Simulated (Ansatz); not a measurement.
Reactions of `NB1CNC1`.

Calculated with Ansatz (gas phase, PBE0-D4/def2-TZVP geometries, no zero-point term in ΔE). CCSD(T)/CBS is the MP2 limit (def2-TZVPP, def2-QZVPP) plus CCSD(T) − MP2 in def2-TZVPP, frozen cores. This one scheme is used for every species, atoms too. DFT in def2-TZVPP. Open shells (•) are unrestricted, without spin–orbit coupling. Spin–orbit coupling would lower the free atoms: a little for B, C. Each species was taken in one conformer, which may not be the lowest.

```csv
reaction,ωB97M-V (kcal/mol),B2PLYP (kcal/mol),PBE-D4 (kcal/mol),HF/CBS(def2) (kcal/mol),CCSD(T)/CBS(def2) (kcal/mol)
`NB1CNC1` → `NCC1BN1`,28.2,27.6,27.4,29.0,27.6
`NB1CNC1` → `B/C=N/CN`,46.9,43.2,46.5,38.7,44.7
`NB1CNC1` → `CC1NB1N`,-10.9,-12.1,-11.6,-10.9,-10.8
`NB1CNC1` → B• + 2 C• + 7 H• + 2 N•,1123.1,1106.7,1149.5,793.2,1111.1
```

Largest T1 diagnostic: 0.014, for B•.
